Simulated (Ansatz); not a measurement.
BClH₅NOSi, relaxed with RKS PBE0-D4/def2-TZVP in the Gaussian-basis code of Ansatz from a PBE-D4/def2-SVP geometry. The force threshold is 0.005 eV/Å; the program also tests the step.

Total charge 0; spin multiplicity 1. The bonds changed during the relaxation, so this is another structure than the one it started from.

Start:

```xyz
10

B     0.689    0.316    1.189
Si    0.155    0.610   -0.676
N    -0.490   -0.662    0.611
O     0.740   -0.217   -2.008
Cl   -1.579    1.631   -1.275
H     1.750   -0.258    1.352
H     0.297    1.127    2.005
H    -1.423   -0.571    1.029
H    -0.237   -1.652    0.508
H     0.098   -0.324   -2.735
```

```csv
step,energy (eV),largest force (eV/Å),largest move (Å)
1,-24688.2726,0.895,0.000
2,-24688.3317,0.569,0.029
3,-24688.3503,0.228,0.024
4,-24688.3531,0.126,0.008
5,-24688.3560,0.043,0.018
6,-24688.3563,0.024,0.010
7,-24688.3564,0.013,0.004
8,-24688.3565,0.010,0.003
9,-24688.3565,0.004,0.002
```

End:

```xyz
10

B     0.705    0.339    1.170
Si    0.120    0.570   -0.659
N    -0.489   -0.657    0.585
O     0.712   -0.204   -1.972
Cl   -1.553    1.627   -1.251
H     1.732   -0.249    1.347
H     0.296    1.106    1.991
H    -1.402   -0.561    1.009
H    -0.236   -1.632    0.493
H     0.117   -0.339   -2.713
```

Run time 29 s (4 threads of an Arm Neoverse V2 on a shared host); peak host memory 0.53 GiB.
